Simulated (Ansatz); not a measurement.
One change: `[F][Al]([F])[O][SiH3]` becomes `[NH2][Al]([F])[F]`.

Ansatz, PBE0-D4/def2-TZVP geometries, multiplicity 1. Each molecule was computed in one conformer, which needn't be the lowest.

| property | `[F][Al]([F])[O][SiH3]` |
| --- | --- |
| HOMO–LUMO gap (PBE/def2-TZVPP) / eV | 5.57 |
| LUMO energy (B3LYP/def2-TZVPP) / eV | -1.57 |
| size of the dipole moment (B3LYP/def2-TZVPP) / D | 1.28 |
| HOMO–LUMO gap (ωB97M-V/def2-TZVPP) / eV | 11.83 |
| LUMO energy (ωB97M-V/def2-TZVPP) / eV | 0.37 |
| LUMO energy (PBE/def2-TZVPP) / eV | -2.12 |

Question: What does the change do to each property? (Estimate.)

Answer: Ansatz gave: 
```csv
property,`[NH2][Al]([F])[F]`,shift
HOMO–LUMO gap (PBE/def2-TZVPP) / eV,5.05,-0.52
LUMO energy (B3LYP/def2-TZVPP) / eV,-1.02,0.55
size of the dipole moment (B3LYP/def2-TZVPP) / D,2.55,1.27
HOMO–LUMO gap (ωB97M-V/def2-TZVPP) / eV,11.35,-0.48
LUMO energy (ωB97M-V/def2-TZVPP) / eV,0.90,0.53
LUMO energy (PBE/def2-TZVPP) / eV,-1.53,0.59
```

With PBE0 the HOMO rises by 1.11 eV and the LUMO rises by 0.56 eV, so the gap narrows by about 0.55 eV. PBE moves the HOMO by 1.11 eV and ωB97M-V by 1.00 eV. Dipoles are sizes alone; their direction can turn.

B3LYP here is the variant with VWN-RPA as its local correlation; programs differ in this.
